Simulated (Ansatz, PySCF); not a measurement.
W(NH)(S)(F)(NH2) (FH3N2SW), SMILES [NH]=[W]([NH2])([F])=[S], multiplicity 1. Atoms are numbered in the order given.

```xyz
8

W     -0.0474    -0.0095    -0.1436
N      0.9209    -1.0086    -1.1844
H      1.6253    -1.7072    -1.4049
S      0.5865    -0.1928     1.8942
F     -1.8567    -0.4754    -0.3304
N      0.3185     1.7866    -0.7349
H      0.8006     2.0196    -1.5979
H      0.2240     2.6010    -0.1326
```

The structure is a stationary point at PBE0-D3(BJ)/def2-SVP. The spin state was assumed, not searched. The structure was generated by enumeration; whether it is a known compound was not checked. The def2 effective core potentials stand for the cores of W; spin–orbit coupling is left out. Other conformers were not sampled.

Two levels are set side by side: PBE-D3(BJ)/def2-SVP (Ansatz, a quantum-chemistry and plane-wave program) and PBE0-D3(BJ)/def2-SVP (Ansatz). Each level has its own optimised geometry; the coordinates shown are those of the second. Frequencies come from the Hessian of PySCF at each geometry. Differences are taken from unrounded values.

```tsv
quantity	PBE0-D3(BJ)	PBE-D3(BJ)	PBE-D3(BJ) minus PBE0-D3(BJ)
mean bond length (Å)	1.533	1.547	0.014
bond W1–N2 (Å)	1.738	1.759	0.021
bond W1–S4 (Å)	2.142	2.161	0.019
bond W1–F5 (Å)	1.878	1.892	0.014
bond W1–N6 (Å)	1.926	1.941	0.015
bond N2–H3 (Å)	1.016	1.025	0.009
bond N6–H7 (Å)	1.016	1.024	0.008
bond N6–H8 (Å)	1.017	1.026	0.009
highest harmonic wavenumber (cm⁻¹)	3689	3571	-118
mean harmonic wavenumber (cm⁻¹)	1073	1032	-41
zero-point energy (kcal/mol)	27.61	26.56	-1.05
```

GGA bonds tend to be longer and softer than those of functionals with exact exchange. Differences between two approximate levels are no errors against the true value.
